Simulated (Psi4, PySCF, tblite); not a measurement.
Interaction energy of H6Si2 ··· Cl- (SMILES [SiH3][SiH3] and [Cl-]) (charge -1). Monomers: optimised at B3LYP-D3(BJ) (def2-TZVP), held rigid. Orientation: lowest of the rigid-body minima from ten starts at GFN2-xTB. Only R, the distance of the centres of mass, is varied, so the lowest point isn't the relaxed dimer. The table gives interaction energies.

| R / Å | A | B | C |
|---|---|---|---|
| 2.59 | 5.74 | 3.53 | -0.10 |
| 2.81 | -1.85 | -3.18 | -4.28 |
| 3.03 | -5.66 | -6.49 | -5.91 |
| 3.20 | -6.99 | -7.59 | -6.19 |
| 3.41 | -7.48 | -7.92 | -5.93 |
| 3.60 | -7.26 | -7.66 | -5.44 |
| 3.91 | -6.31 | -6.69 | -4.53 |
| 4.18 | -5.31 | -5.70 | -3.77 |
| 4.72 | -3.55 | -3.83 | -2.59 |
| 5.39 | -2.13 | -2.10 | -1.63 |
| 6.40 | -1.06 | -0.84 | -0.86 |
| 7.72 | -0.50 | -0.38 | -0.42 |

Energies in kcal/mol.

Question: Which curve belongs to which method? The methods are GFN2-xTB run with tblite; Psi4 1.11 with DF-MP2/aug-cc-pVDZ, frozen core, counterpoise-corrected; restricted B3LYP/6-31G*, spherical d, no counterpoise correction (PySCF 2.14.0).

Answer: A is MP2/aug-cc-pVDZ; B is RKS-B3LYP/6-31G*; C is GFN2-xTB.
